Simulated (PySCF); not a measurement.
## Computed structure and properties of Pb2

System: Pb2 (triplet); start: template (D∞h). Method: PySCF 2.14.0, UKS BP86, Pb def2-SVP with ECP60; non-relativistic Hamiltonian with scalar-relativistic core potentials where named; density fitting; no spin-orbit coupling.

Input of the relaxation:

```python
mol = gto.M(atom='''
Pb     0.00000     0.00000     1.52500
Pb     0.00000     0.00000    -1.52500''',
    basis={'Pb': 'def2-SVP'},
    ecp={'Pb': 'def2-SVP'},
    charge=0, spin=2)
mf = dft.UKS(mol, xc='B88,P86')
mf.grids.atom_grid = (50, 194)
mf = mf.density_fit()  # fitting sets: Pb def2-universal-JKFIT
mf.conv_tol = 1e-08; mf.max_cycle = 55
mf.kernel(dm0)  # dm0: converged density of the start geometry
# quasi-Newton relaxation in Cartesian coordinates to a largest gradient under 0.00045 Eh/bohr, steps kept in the point group
```

Run from Python with OMP_NUM_THREADS=2; the lines above give its settings. Where DIIS fails, smearing, a level shift and second-order steps follow.
It took 4.3 s on 2 threads of Intel(R) Xeon(R) Platinum 8488C (Sapphire Rapids), on a shared host, from the converged density of the start.

Course of the relaxation:

| step | energy above end (eV) | largest force component within the symmetry (eV/Å) |
| --- | --- | --- |
| 0 | 0.0336 | 0.587 |
| 1 | 0.0070 | 0.290 |
| 2 | 0.0004 | 0.076 |
| 3 | 0.0000 | 0.005 |

Relaxed geometry (D∞h):

```xyz
2

Pb    0.0000    0.0000    1.4720
Pb    0.0000    0.0000   -1.4720
```

```json
{"contact": "Pb2–Pb1", "Å": "2.944"}
```

On the finer grid (75, 302):

```json
{
 "HOMO": "-4.16 eV",
 "LUMO": "-3.75 eV",
 "Dipole about the centre of mass": "0.00 D",
 "Spin squared": "2.002",
 "Set of Mulliken populations of Pb1 outside the core potential": "s 3.96, p 8.01, d 10.02",
 "D3(BJ) dispersion energy (not in the energies)": "-0.122 eV"
}
```

```
atom  Mulliken (e)  Löwdin (e)  spin (e)
 Pb1          0.00        0.00      1.00
 Pb2          0.00        0.00      1.00
```

On the grid (50, 194), as all that follows. Harmonic modes: a minimum; lowest 132 cm⁻¹ (negative: unstable), highest 132 cm⁻¹, zero-point energy 0.008 eV.

One start shape was tried, so this needn't be the lowest isomer.

Open shells may have lower solutions than the one found.
